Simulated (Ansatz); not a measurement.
# Abstraction of Br: CBr2Cl2 + CHBrI → CBrCl2 + CHBr2I

Species: CBr2Cl2 `ClC(Cl)(Br)Br`, singlet; CHBrI `Br[CH]I`, doublet; CBrCl2 `Cl[C](Cl)Br`, doublet; CHBr2I (dibromoiodomethane) `BrC(Br)I`, singlet. A radical takes Br: the energy is the difference in strength between two C–Br bonds in different surroundings.

Shapes, held fixed at every level: PBE0-D4/def2-TZVP. Programs: Ansatz 0.2.0. The zero-point and thermal change to 298 K, harmonic and unscaled (PBE0-D4/def2-TZVP), is +4.2 kJ/mol.

Estimate ΔH(298 K) of this reaction.

The highest level, CCSD(T)/def2-TZVPP, gives ΔH(298 K) = -26.0 kJ/mol; the levels span -33.8 to -25.6. The column of differences is taken from that level and isn't an error. No measured value is set beside it here. Open shells run unrestricted. For atoms past krypton def2 sets carry core potentials with scalar relativity. Relativity is left out for Br. Outer-core shells of Br, I are correlated in most correlated rows, in sets that cover them unevenly.

| level | kind | ΔH(298 K) (kJ/mol) | less CCSD(T)/def2-TZVPP |
| --- | --- | --- | --- |
| HF/def2-TZVPP | Hartree–Fock | -33.8 | -7.8 |
| r2SCAN-D4/def2-TZVPP | meta-GGA | -29.2 | -3.2 |
| PBE0-D4/def2-TZVPP | global hybrid | -31.3 | -5.3 |
| wB97M-V/def2-TZVPP | range-separated hybrid | -26.6 | -0.6 |
| B2PLYP/def2-TZVPP | double hybrid | -30.4 | -4.4 |
| CCSD/def2-SVP | coupled cluster or CI | -25.6 | +0.4 |
| CCSD/def2-TZVPP | coupled cluster or CI | -27.5 | -1.5 |
| CCSD(T)/def2-TZVPP | coupled cluster or CI | -26.0 | 0.0 |
